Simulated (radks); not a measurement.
Problem. Numerical settings for the neon ion Ne3+, [He] 2s2 2p3. Method: non-relativistic Kohn-Sham, PBE, spin-polarised, spherical densities, point nucleus; open shells are filled with parallel spins first; computed with a radial shooting solver on a logarithmic mesh with Libxc functionals. The defaults (mesh step 0.008 in ln r, mesh end at 40 bohr or more with all orbitals vanishing there, Anderson mixing 0.5 over 9 steps, residual threshold near 1e-9 with the energy settled to 1e-9 hartree or 1e-11 of itself, here a cap of 75 iterations) give E = -124.2106 hartree and 2p at -83.744 eV in 13 iterations. Times are rough (one thread of a shared host). One setting is changed at a time: mesh step in ln r 0.08; mesh step in ln r 0.02; mesh step in ln r 0.005; mesh end (bohr) 400; mesh end (bohr) 5; residual threshold 0.01; residual threshold 1e-05; mixing 0.05; linear mixing, mixing 0.5; linear mixing, mixing 1; mixing history 20; iteration cap 2. Which runs fail to converge, and which converge to a wrong energy?

Solution. Not converged within the cap: mesh step in ln r 0.08; iteration cap 2. No run marked as converged misses the energy by more than 1 mhartree.
